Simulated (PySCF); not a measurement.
# Dipole response of Be³⁺ (beryllium, charge +3)

1s1, 2S determinant. Calculation: PySCF 2.14, in an uncontracted even-tempered set (15 s from 0.49 bohr⁻², ratio 2.2; 7 p from 0.82 bohr⁻², ratio 2.4; 4 d from 2.5 bohr⁻², ratio 2.4; 3 f from 3.7 bohr⁻², ratio 2.4; 3 g from 5.5 bohr⁻², ratio 2.4); the non-relativistic Hamiltonian (point nucleus). Coupled (time-dependent) response in atomic units; α is the mean over directions.

```json
{"method": "UHF", "mean α (bohr³)": "0.01758", "C₆ (like pair)": "0.001587", "S(−4)": "0.0004056"}
```

S(−4) is the Cauchy moment in α(ω) = α(0) + S(−4) ω² + …

α(iu) at UHF:

| u (hartree) | α(iu) (bohr³) |
| --- | --- |
| 0 | 0.01758 |
| 0.0500 | 0.01758 |
| 0.100 | 0.01757 |
| 0.200 | 0.01756 |
| 0.300 | 0.01754 |
| 0.500 | 0.01748 |
| 0.750 | 0.01735 |
| 1.00 | 0.01718 |
| 1.50 | 0.01671 |
| 2.00 | 0.01610 |
| 3.00 | 0.01460 |
| 5.00 | 0.01132 |

A single London oscillator, α(iu) = α/(1 + u²/ω²), gives C₆ = (3/4) ω α². Matching the computed C₆ needs ω = 4 × 0.001587 / (3 × 0.01758²) = 6.85 hartree.

For a non-relativistic one-electron ion the exact value is 9/(2Z⁴) = 0.01758 bohr³; Hartree-Fock is exact here up to the basis.

For an ion, C₆ is the dispersion term alone; charge-induced terms of lower order in 1/R come first.
